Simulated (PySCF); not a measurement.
## Xe⁴⁸⁺ (xenon, charge +48): Hartree-Fock from Schrödinger to Dirac-Coulomb-Breit

Occupied: 1s1/2, 2s1/2, 2p1/2. Hartree-Fock calculated with PySCF 2.14 in an even-tempered Gaussian basis (16 s from 8.8 bohr⁻², ratio 2.7; 12 p from 11 bohr⁻², ratio 2.7), Gaussian nucleus throughout. NR is non-relativistic, sf-X2C the spin-free one-electron X2C Hamiltonian, X2C adds the bare one-electron spin-orbit term, X2C-SNSO screens it by Boettger's factors, DC is four-component Dirac-Coulomb, and the Gaunt and Breit terms are added at first order (total energies over the DC spinors, levels after relaxing the spinors in that mean field). QED terms are absent. Levels marked empty are virtual spinors of this ion.

```csv
level (eV),X2C,X2C-SNSO
1s1/2,-39026.8,-39027.8
2s1/2,-9148.0,-9148.3
2p1/2,-8991.7,-8981.5
2p3/2 (empty),-8380.9,-8385.3
3s1/2 (empty),-3800.9,-3801.0
```

Where do the four-component calculations put these levels?

1s1/2: DC -39051.6, DC+Gaunt -38976.3, DC+Breit -38978.8; 2s1/2: DC -9151.3, DC+Gaunt -9143.9, DC+Breit -9144.5; 2p1/2: DC -8984.0, DC+Gaunt -8968.5, DC+Breit -8970.4; 2p3/2 (empty): DC -8385.7, DC+Gaunt -8378.0, DC+Breit -8379.8; 3s1/2 (empty): DC -3801.8, DC+Gaunt -3799.7, DC+Breit -3800.0 (eV).

| Hamiltonian | E (hartree) | E − E(DC) (hartree) | CPU seconds |
| --- | --- | --- | --- |
| X2C | -4385.8275 | 0.7384 | 0.18 |
| X2C-SNSO | -4385.0595 | 1.5064 | 0.17 |
| DC | -4386.5660 | 0.0000 | 5.9 |
| DC+Gaunt | -4382.8267 | 3.7393 | 12 |
| DC+Breit | -4383.0209 | 3.5451 | 32 |

Weight of the small component: 1s1/2 0.0398, 2s1/2 0.00929, 2p1/2 0.00925, 2p3/2 0.00873, 3s1/2 0.00383.

Koopmans' value for the highest occupied level at DC+Breit: 8970.4 eV, against an ionisation energy of 8971 ± 4 eV (theoretical estimate listed by NIST; NIST Atomic Spectra Database, ionization energies); the former lacks relaxation, correlation, QED and recoil.

The whole ladder took 52 s of wall time on 1 thread of Neoverse-V1 (shared host), launched as `OMP_NUM_THREADS=1 python relrun2.py TASK.json OUT` (a driver that calls PySCF for each Hamiltonian).

Dirac-Coulomb iterations, started from the X2C spinors:

```
with_ssss True, with_gaunt False, with_breit False
light speed = 137.03599967994
init E= -4366.91084503053
cycle= 1 E= -4386.56583450112  delta_E= -19.7  |g|= 1.19  |ddm|= 0.0798
cycle= 2 E= -4386.56599097547  delta_E= -0.000156  |g|= 0.00416  |ddm|= 0.00134
cycle= 3 E= -4386.56599098579  delta_E= -1.03e-08  |g|= 4.32e-05  |ddm|= 2.26e-05
```
